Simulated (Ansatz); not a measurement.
C4H4N (SMILES C1=C[N]C=C1), doublet, geometry from GFN2-xTB; CAM-B3LYP/6-31G** (Ansatz, a program for electronic structure).

Ansatz was given this input:
Ansatz 0.2 input:
```yaml
crystal:
  periodic: [false, false, false]
  atoms:
    - {symbol: N, position_ang: [0.00101311, 0.00179014, 1.21381074]}
    - {symbol: C, position_ang: [-0.02836105, 1.06635868, 0.41796243]}
    - {symbol: C, position_ang: [0.02906134, -1.06512128, 0.42105804]}
    - {symbol: C, position_ang: [-0.05593112, 0.67892045, -0.96505293]}
    - {symbol: C, position_ang: [0.05432176, -0.68176417, -0.96313820]}
    - {symbol: H, position_ang: [0.02024113, 2.06333536, 0.81579789]}
    - {symbol: H, position_ang: [-0.01887421, -2.06092004, 0.82191303]}
    - {symbol: H, position_ang: [-0.06280677, 1.34944499, -1.80162395]}
    - {symbol: H, position_ang: [0.05980256, -1.35475337, -1.79773810]}
basis:
  gaussian:
    orbitals: 6-31G__.json
hamiltonian:
  xc: cam_b3lyp
magnetization: {spin_polarized: true, initial_magnetization: 1}
```
The basis file holds 6-31G** in the JSON format of the Basis Set Exchange.

**Question.** Predict the main parts of the log of this Ansatz run.

**Answer.** 
```
Functional definition: CAM-B3LYP
1044 factors; their error is unknown
265 factors; integrals over basis functions are off by at most 1.2e-5 eV
mean field evaluation 1: about -5694.3115 eV, gradient 2.9e1 eV
mean field evaluation 2: about -5694.8768 eV, gradient 2.8e1 eV
mean field evaluation 4: about -5698.0408 eV, gradient 1.6e0 eV
mean field evaluation 8: about -5698.0617 eV, gradient 1.2e-1 eV
mean field evaluation 16: about -5697.9990 eV, gradient 4.9e-4 eV
mean field -5697.99903655 eV, -209.3976023506 hartree, gradient 3.5e-5 eV, S^2 0.768912; 1 other end points of the search recorded, 0 dependent functions left out
reference -5697.99912650 eV, -209.3976056563 hartree; 18, 17 occupied and 77, 78 virtual orbitals, 1044 factors
Total energy: -5697.99912650 eV, -209.3976056563 hartree
```
